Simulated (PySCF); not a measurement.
Below is a simulated gas-phase C 1s photoelectron spectrum of `C=C[C@@H]1[C@H]([SiH3])[P@H]1=O`.

Every computed line was given a Gaussian of 0.5 eV full width at half maximum and an area set by the number of equivalent atoms; the highest printed point is 100. Level of theory: delta-SCF UKS SCAN, pcX-2 on the ionised atom, pcseg-1 elsewhere, spin-free X2C (PySCF 2.14.0).

(binding energy (eV), intensity): (289.5, 0), (289.6, 1), (289.7, 4), (289.8, 10), (289.9, 22), (290.0, 37), (290.1, 53), (290.2, 64), (290.3, 70), (290.4, 72), (290.5, 73), (290.6, 73), (290.7, 75), (290.8, 83), (290.9, 94), (291.0, 100), (291.1, 94), (291.2, 75), (291.3, 50), (291.4, 27), (291.5, 12), (291.6, 4), (291.7, 1), (291.8, 0)

Problem. How many maxima does the curve show, and how many computed lines lie under it?

Solution. The curve has 1 maximum (at 291.0 eV). Under it lie 4 lines from 4 inequivalent carbon sites. At this width some lines have no maximum of their own.

Problem. Decompose the envelope and assign each component. Numbering: `[CH2:1]=[CH:2][C@@H:3]1[C@H:4]([SiH3:5])[P@H:6]1=[O:7]`.

Solution. 
```csv
position (eV),relative area,line,atoms,environment
290.18,1,C 1s,C1,terminal =CH2 carbon
290.55,1,C 1s,C4,sp3 carbon bound to silicon
290.96,1,C 1s,C2,alkene CH carbon
291.12,1,C 1s,C3,sp3 carbon bound to phosphorus
```

Problem. What are the centre and the root-mean-square width of the whole band?

Solution. The area-weighted mean of the lines is 290.70 eV. Their own spread about it is 0.36 eV (rms) and each Gaussian has σ = 0.5/2.355 = 0.21 eV; the variances add, which gives 0.42 eV.

Lowest listed C 1s: C1, bonded to C (double bond) and 2 H. Highest, 0.94 eV above it: C3, bonded to 2 C, H and P.

No satellites, vibrations or lifetime broadening are included. Isolated species at its PBE0-D3(BJ)/def2-SVP geometry (one conformer only).

Conformer computed: `[CH2:1]=[CH:2][C@@H:3]1[C@H:4]([SiH3:5])[P@H:6]1=[O:7]`: C1–C2–C3–C4 -146°.
